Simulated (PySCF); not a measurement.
Vertical excitations of a molecule C3H6BFO from TDDFT-PBE/def2-SVPD in PySCF, as energy in eV (oscillator strength): 6.21 (0.048), 6.28 (0.030), 6.80 (0.109), 7.30 (0.028), 7.33 (0.013), 7.35 (0.012), 7.48 (0.021), 7.61 (0.002), 7.83 (0.069), 7.98 (0.076). Lowest triplet (TDA): 4.39 eV. The structure is a stationary point at ωB97X-D3(BJ)/def2-SVP. One conformer was computed; it need not be the lowest.

Which structure fits?
A) C/C=C/B(O)F
B) C=CB(F)OC
C) C=CCB(O)F
D) C=CB(F)CO

C, C=CCB(O)F
